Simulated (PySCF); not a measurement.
Input of a run (PBE0-D3(BJ)/def2-SVP geometry optimisation, gas phase (PySCF 2.14.0)), started from GFN2-xTB:
```
{"job": {"xc": "PBE0", "basis": "def2-SVP", "d3": "d3bj", "grid": 1, "shake": 0.01, "kind": "geom"}, "charge": 0, "multiplicity": 1}
C      2.822980    -0.696940     0.434220
C      1.722670    -0.261240     0.098990
C      0.389250     0.212740    -0.248850
C     -0.180880     1.145790     0.831460
Si    -1.848640     0.143830     0.783570
C     -0.664710    -0.902770    -0.268980
H      3.761790    -1.028000     0.699370
H      0.468670     0.729910    -1.211840
H     -0.231190     2.197590     0.566110
H      0.323800     1.071890     1.787690
H     -2.948500     0.779350     0.063180
H     -2.310860    -0.421820     2.060150
H     -0.328530    -1.796350     0.221130
H     -0.983000    -1.189050    -1.263900
```

Output (energies in Eh, forces in Eh/bohr):
```
step   0  E = -484.15320815  max force = 0.067171
step   1  E = -484.15844967  max force = 0.009554
step   2  E = -484.15937338  max force = 0.006630
step   3  E = -484.16022616  max force = 0.003338
step   4  E = -484.16039731  max force = 0.002424
step   5  E = -484.16058513  max force = 0.001713
step   6  E = -484.16074027  max force = 0.002332
step   7  E = -484.16102495  max force = 0.004068
step   8  E = -484.16127209  max force = 0.004021
step   9  E = -484.16144799  max force = 0.001874
step  10  E = -484.16150059  max force = 0.000542
step  11  E = -484.16150664  max force = 0.000333
optimisation converged
```

**Question.** Summarise the run.

**Answer.** The energy falls by 5.2 kcal/mol over 12 energy and gradient evaluations, the largest force component goes from 0.0672 to 3.3e-04 Eh/bohr, and the atoms move by 0.335 Å rms after alignment. The bond that changes most is C4–Si5 (sp3 carbon bound to silicon to SiH2 silicon), which shortens by 0.049 Å. Bonds longer at the end by more than 0.005 Å: 10 of 14; shorter: 2. Among the angles that change most is Si5–C4–H9, from 116.9° to 123.2°. Among the dihedrals that turn most is H8–C3–C4–H9, from -12° to -36°. The energy never rose by more than 1e-6 Eh on the way. The first step brought 63 % of the lowering.

**Question.** What are the final bond lengths?

**Answer.** C1≡C2 1.212 Å, C2–C3 1.455 Å, C3–C4 1.561 Å, C4–Si5 1.897 Å, Si5–C6 1.897 Å, C3–C6 1.561 Å, C1–H7 1.074 Å, C3–H8 1.105 Å, C4–H9 1.098 Å, C4–H10 1.102 Å, Si5–H11 1.495 Å, Si5–H12 1.495 Å, C6–H13 1.102 Å, C6–H14 1.098 Å. Numbering counts from 1 in the input's order; the species is `C#CC1C[SiH2]C1`.

The run used 128 basis functions and 84 SCF cycles in all.

PBE0-D3(BJ)/def2-SVP frequencies: not computed here. The numbers are those of one conformer.
